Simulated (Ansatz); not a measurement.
A short molecular-dynamics run on the cluster Te2W.

```yaml
crystal:
  periodic: [false, false, false]
  atoms:
    - {symbol: W, position_ang: [-0.385513, -0.853959, -0.011165]}
    - {symbol: Te, position_ang: [-1.595849, 1.234721, -0.016653]}
    - {symbol: Te, position_ang: [1.981362, -0.380772, 0.027818]}
basis:
  gaussian: {orbitals: def2-SVP}
hamiltonian: {xc: {name: PBE}}
md: {timestep: 0.5 fs, n_steps: 30, ensemble: nvt_langevin, temperature: 300, initial_velocities: maxwell_boltzmann, friction: 0.01, seed: 899}
scf: {omitted_lower_state_checks: [starts]}
```

```sh
$ ansatz run in.yaml --threads 2 --pin off --events-out ev --progress --plain --max-ram 4352MiB
```

| step | time (fs) | potential energy (eV) | kinetic (eV) | T (K) |
| --- | --- | --- | --- | --- |
| 0 | 0.0 | -16412.2847 | 0.0776 | 200 |
| 1 | 0.5 | -16412.2840 | 0.0828 | 214 |
| 2 | 1.0 | -16412.2836 | 0.0793 | 204 |
| 3 | 1.5 | -16412.2831 | 0.0708 | 183 |
| 4 | 2.0 | -16412.2827 | 0.0572 | 147 |
| 5 | 2.5 | -16412.2822 | 0.0565 | 146 |
| 6 | 3.0 | -16412.2818 | 0.0530 | 137 |
| 7 | 3.5 | -16412.2814 | 0.0696 | 179 |
| 8 | 4.0 | -16412.2812 | 0.0654 | 169 |
| 9 | 4.5 | -16412.2812 | 0.0627 | 162 |
| 10 | 5.0 | -16412.2813 | 0.0577 | 149 |
| 11 | 5.5 | -16412.2815 | 0.0592 | 153 |
| 12 | 6.0 | -16412.2817 | 0.0708 | 183 |
| 13 | 6.5 | -16412.2820 | 0.0780 | 201 |
| 14 | 7.0 | -16412.2823 | 0.0798 | 206 |
| 15 | 7.5 | -16412.2826 | 0.0812 | 209 |
| 16 | 8.0 | -16412.2830 | 0.0739 | 191 |
| 17 | 8.5 | -16412.2833 | 0.0742 | 191 |
| 18 | 9.0 | -16412.2837 | 0.0803 | 207 |
| 19 | 9.5 | -16412.2842 | 0.0737 | 190 |
| 20 | 10.0 | -16412.2849 | 0.0785 | 202 |
| 21 | 10.5 | -16412.2855 | 0.0791 | 204 |
| 22 | 11.0 | -16412.2860 | 0.0813 | 210 |
| 23 | 11.5 | -16412.2864 | 0.0782 | 202 |
| 24 | 12.0 | -16412.2868 | 0.0730 | 188 |
| 25 | 12.5 | -16412.2871 | 0.0707 | 182 |
| 26 | 13.0 | -16412.2873 | 0.0712 | 183 |
| 27 | 13.5 | -16412.2874 | 0.0687 | 177 |
| 28 | 14.0 | -16412.2876 | 0.0619 | 160 |
| 29 | 14.5 | -16412.2877 | 0.0564 | 145 |
| 30 | 15.0 | -16412.2880 | 0.0614 | 158 |

Velocities are drawn at the set temperature; a run this short doesn't reach equilibrium. Under Langevin dynamics the printed temperature counts 3N degrees of freedom, so it starts below the set value.

In the def2 sets Te, W take a core potential; there is no spin–orbit coupling. The restricted singlet is unstable towards broken spin symmetry at other levels; at RKS PBE/def2-SVP this wasn't settled.

Frames (Å, forces in eV/Å):

```xyz
3
time=0.0 fs
W    -0.386   -0.854   -0.011   -0.492   -1.090   -0.014
Te   -1.596    1.235   -0.017   -0.512    0.888   -0.002
Te    1.981   -0.381    0.028    1.005    0.203    0.017
3
time=0.5 fs
W    -0.385   -0.854   -0.010   -0.508   -1.091   -0.013
Te   -1.595    1.235   -0.017   -0.512    0.886   -0.003
Te    1.981   -0.381    0.027    1.020    0.205    0.016
3
time=1.0 fs
W    -0.385   -0.854   -0.009   -0.524   -1.090   -0.012
Te   -1.595    1.235   -0.018   -0.511    0.883   -0.004
Te    1.980   -0.381    0.026    1.035    0.207    0.016
3
time=1.5 fs
W    -0.385   -0.854   -0.008   -0.537   -1.090   -0.011
Te   -1.594    1.235   -0.019   -0.510    0.880   -0.004
Te    1.980   -0.381    0.025    1.047    0.209    0.015
3
time=2.0 fs
W    -0.385   -0.855   -0.008   -0.548   -1.090   -0.010
Te   -1.594    1.236   -0.019   -0.510    0.879   -0.005
Te    1.979   -0.381    0.025    1.058    0.210    0.015
3
time=2.5 fs
W    -0.385   -0.855   -0.007   -0.559   -1.090   -0.009
Te   -1.593    1.236   -0.020   -0.510    0.878   -0.006
Te    1.979   -0.381    0.024    1.069    0.212    0.014
3
time=3.0 fs
W    -0.385   -0.855   -0.006   -0.569   -1.091   -0.008
Te   -1.593    1.236   -0.020   -0.510    0.878   -0.006
Te    1.978   -0.381    0.024    1.080    0.213    0.014
3
time=3.5 fs
W    -0.385   -0.855   -0.005   -0.580   -1.090   -0.006
Te   -1.592    1.236   -0.021   -0.510    0.876   -0.007
Te    1.978   -0.381    0.023    1.089    0.214    0.013
3
time=4.0 fs
W    -0.386   -0.855   -0.004   -0.590   -1.087   -0.005
Te   -1.592    1.237   -0.021   -0.508    0.872   -0.007
Te    1.977   -0.382    0.023    1.098    0.215    0.013
3
time=4.5 fs
W    -0.386   -0.856   -0.003   -0.597   -1.082   -0.004
Te   -1.591    1.237   -0.022   -0.506    0.867   -0.008
Te    1.977   -0.382    0.022    1.103    0.215    0.012
3
time=5.0 fs
W    -0.386   -0.856   -0.003   -0.602   -1.074   -0.003
Te   -1.591    1.237   -0.022   -0.504    0.860   -0.008
Te    1.977   -0.382    0.022    1.105    0.214    0.011
3
time=5.5 fs
W    -0.386   -0.856   -0.002   -0.605   -1.067   -0.002
Te   -1.590    1.238   -0.023   -0.501    0.854   -0.009
Te    1.976   -0.382    0.021    1.107    0.213    0.011
3
time=6.0 fs
W    -0.386   -0.857   -0.001   -0.610   -1.059   -0.001
Te   -1.590    1.238   -0.023   -0.499    0.847   -0.009
Te    1.976   -0.382    0.021    1.109    0.212    0.010
3
time=6.5 fs
W    -0.387   -0.857    0.000   -0.613   -1.052    0.000
Te   -1.589    1.238   -0.024   -0.496    0.841   -0.010
Te    1.975   -0.382    0.020    1.109    0.211    0.009
3
time=7.0 fs
W    -0.387   -0.858    0.001   -0.612   -1.045    0.002
Te   -1.589    1.238   -0.024   -0.495    0.836   -0.010
Te    1.975   -0.382    0.019    1.106    0.209    0.009
3
time=7.5 fs
W    -0.387   -0.858    0.002   -0.607   -1.039    0.003
Te   -1.588    1.239   -0.025   -0.494    0.833   -0.011
Te    1.975   -0.383    0.018    1.101    0.207    0.008
3
time=8.0 fs
W    -0.388   -0.859    0.003   -0.598   -1.035    0.004
Te   -1.588    1.239   -0.025   -0.495    0.832   -0.011
Te    1.975   -0.383    0.017    1.093    0.203    0.007
3
time=8.5 fs
W    -0.388   -0.859    0.004   -0.591   -1.032    0.006
Te   -1.587    1.239   -0.026   -0.496    0.831   -0.012
Te    1.975   -0.383    0.017    1.086    0.201    0.006
3
time=9.0 fs
W    -0.389   -0.860    0.005   -0.585   -1.025    0.007
Te   -1.587    1.239   -0.027   -0.495    0.827   -0.012
Te    1.974   -0.383    0.016    1.080    0.198    0.005
3
time=9.5 fs
W    -0.389   -0.860    0.006   -0.578   -1.016    0.008
Te   -1.587    1.239   -0.027   -0.493    0.822   -0.013
Te    1.974   -0.383    0.015    1.071    0.195    0.005
3
time=10.0 fs
W    -0.390   -0.860    0.007   -0.569   -1.007    0.010
Te   -1.586    1.239   -0.028   -0.492    0.816   -0.013
Te    1.974   -0.382    0.015    1.061    0.191    0.004
3
time=10.5 fs
W    -0.390   -0.861    0.007   -0.558   -0.999    0.011
Te   -1.586    1.240   -0.028   -0.491    0.812   -0.014
Te    1.974   -0.382    0.014    1.049    0.187    0.003
3
time=11.0 fs
W    -0.391   -0.861    0.008   -0.546   -0.994    0.012
Te   -1.585    1.240   -0.029   -0.492    0.811   -0.015
Te    1.974   -0.382    0.013    1.037    0.183    0.002
3
time=11.5 fs
W    -0.391   -0.861    0.009   -0.534   -0.990    0.013
Te   -1.585    1.240   -0.029   -0.493    0.811   -0.015
Te    1.974   -0.382    0.012    1.027    0.179    0.002
3
time=12.0 fs
W    -0.391   -0.862    0.010   -0.524   -0.986    0.015
Te   -1.585    1.240   -0.030   -0.494    0.810   -0.016
Te    1.974   -0.382    0.011    1.017    0.176    0.001
3
time=12.5 fs
W    -0.392   -0.862    0.011   -0.515   -0.983    0.016
Te   -1.584    1.240   -0.031   -0.495    0.810   -0.016
Te    1.974   -0.382    0.010    1.010    0.173    0.000
3
time=13.0 fs
W    -0.392   -0.862    0.012   -0.507   -0.981    0.017
Te   -1.584    1.240   -0.031   -0.496    0.810   -0.017
Te    1.973   -0.382    0.010    1.004    0.171    0.000
3
time=13.5 fs
W    -0.393   -0.863    0.013   -0.499   -0.979    0.018
Te   -1.583    1.240   -0.032   -0.498    0.811   -0.017
Te    1.973   -0.382    0.009    0.997    0.168   -0.001
3
time=14.0 fs
W    -0.393   -0.863    0.014   -0.491   -0.977    0.019
Te   -1.583    1.240   -0.032   -0.500    0.812   -0.018
Te    1.973   -0.382    0.008    0.991    0.166   -0.002
3
time=14.5 fs
W    -0.394   -0.863    0.014   -0.483   -0.976    0.020
Te   -1.583    1.240   -0.033   -0.501    0.813   -0.018
Te    1.973   -0.382    0.007    0.984    0.163   -0.002
3
time=15.0 fs
W    -0.394   -0.863    0.015   -0.471   -0.976    0.021
Te   -1.583    1.240   -0.033   -0.504    0.816   -0.019
Te    1.972   -0.381    0.007    0.975    0.160   -0.003
```

Hardware: 2 threads of AMD EPYC 9R14 on a shared host. Wall time 32 s.
